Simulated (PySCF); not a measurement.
A side-by-side comparison of computed properties.

First species: C6H13FOSi2.
SMILES: `C#C[C@@H](F)C[C@@H]([SiH3])CO[SiH3]`

Second species: C6H13FOSi2.
SMILES: `C=C[C@@H]1[C@@H](F)CC[Si@@H]1O[SiH3]`

Levels: PBE0/pcSseg-1 for HOMO energy, LUMO energy and HOMO–LUMO gap. Geometries: GFN2-xTB. Each species is one conformer at its optimised geometry, gas phase, non-relativistic unless stated. Electronic properties by PySCF.

The conformers computed, where there is a choice (atom-mapped SMILES and torsion angles):
- `[CH:1]#[C:2][C@@H:3]([F:4])[CH2:5][C@@H:6]([SiH3:7])[CH2:8][O:9][SiH3:10]`: C2–C3–C5–C6 -51°, C3–C5–C6–Si7 177°, C5–C6–C8–O9 -155°, C6–C8–O9–Si10 -168°

The conformers of `C=C[C@@H]1[C@@H](F)CC[Si@@H]1O[SiH3]` aren't listed.

Values for the first species:

```
HOMO energy   : -8.08 eV
LUMO energy   : 0.20 eV
HOMO–LUMO gap : 8.28 eV
```

(1) Estimate the same properties for the second species, and the change in each.

Answers

(1) 
```json
{"property": "HOMO energy", "first": "-8.08 eV", "second": "-7.07 eV", "second less first": "+1.01 eV"}
{"property": "LUMO energy", "first": "0.20 eV", "second": "-0.09 eV", "second less first": "-0.29 eV"}
{"property": "HOMO–LUMO gap", "first": "8.28 eV", "second": "6.98 eV", "second less first": "-1.30 eV"}
```

